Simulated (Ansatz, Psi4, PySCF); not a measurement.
ClZn (SMILES [Cl][Zn]), doublet, geometry from GFN2-xTB (such geometries of metal compounds can be far from the true shape) (the spin is typed, not shown lowest), atoms displaced at random by about 0.03 Å a coordinate. Base run: PySCF with HF/def2-SVP, gradient.

Here is a job for PySCF.
```python
from pyscf import gto, scf

mol = gto.M(
    atom='''
Zn    0.020654   -0.074198   -0.822282
Cl    0.035570    0.056859    1.435853
''',
    basis='def2-svp',
    charge=0,
    spin=1,
    verbose=4,
)

mf = scf.UHF(mol)
mf.kernel()
g = mf.nuc_grad_method()
grad = g.kernel()
```

Programs used: Ansatz (a quantum-chemistry and plane-wave program), Psi4, PySCF; a row that names a program was run with it.

The coordinate followed is x of atom 2.

The base run was repeated with changes; each row names its change, and settings that it needs were set with it.

| change | dE/dx (Eh/bohr) | net force (Eh/bohr) |
|---|---|---|
| base | 0.000099 | 0.000000 |
| finite difference step (bohr) = 0.2; conv_tol = 1e-11 | 0.000101 | - |
| finite difference step (bohr) = 1e-3; conv_tol = 1e-11 | 0.000099 | - |
| finite difference step (bohr) = 0.01; conv_tol = 1e-11 | 0.000099 | - |
| code = psi4 | 0.000098 | 0.000000 |
| conv_tol = 1e-6 | 0.000099 | 0.000000 |
| finite difference step (bohr) = 0.05; conv_tol = 1e-11 | 0.000099 | - |
| finite difference step (bohr) = 1e-5; conv_tol = 1e-11 | 0.000099 | - |
| code = ansatz | 0.000099 | 0.000000 |
| conv_tol = 1e-11 | 0.000099 | 0.000000 |
| density fitting = on; auxbasis_response = off | 0.000095 | 0.000352 |
| conv_tol = 1e-4 | 0.000097 | 0.000000 |

The net force is zero for an exact gradient.

Open shells are given as the SCF converged; they aren't shown to be the lowest states, and a large step between rows can be another state.
